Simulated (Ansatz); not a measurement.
These are CAM-B3LYP-D3(BJ)/def2-TZVP // PBE0-D3(BJ)/def2-SVP (Ansatz, a program for electronic structure) values and carry that method's errors. Isolated molecules, 0 K electronic values unless said otherwise. One relaxed conformer stands for a flexible species; it need not be the lowest.  In the def2 sets, heavy atoms carry core potentials.

Reference species (SMILES): `[OH][Sn]([CH3])([OH])[OH]` (neutral, multiplicity 1).

The HOMO comes out as -9.83 eV, the LUMO is 0.01 eV and the HOMO–LUMO gap is 9.84 eV.

After one change: the HOMO falls by 0.50 eV; the LUMO falls by 0.39 eV; the HOMO–LUMO gap increases by 0.11 eV.

Question: What was changed between the two runs? The new species is one of these.
A) `C=C[CH2][Sn]([OH])([OH])[OH]`
B) `C[CH](C)[Sn]([OH])([OH])[OH]`
C) `[OH][Sn]([OH])([OH])[CH2]C(F)(F)F`
D) `C[C](C)(C)[Sn]([OH])([OH])[OH]`

Answer: C, `[OH][Sn]([OH])([OH])[CH2]C(F)(F)F`
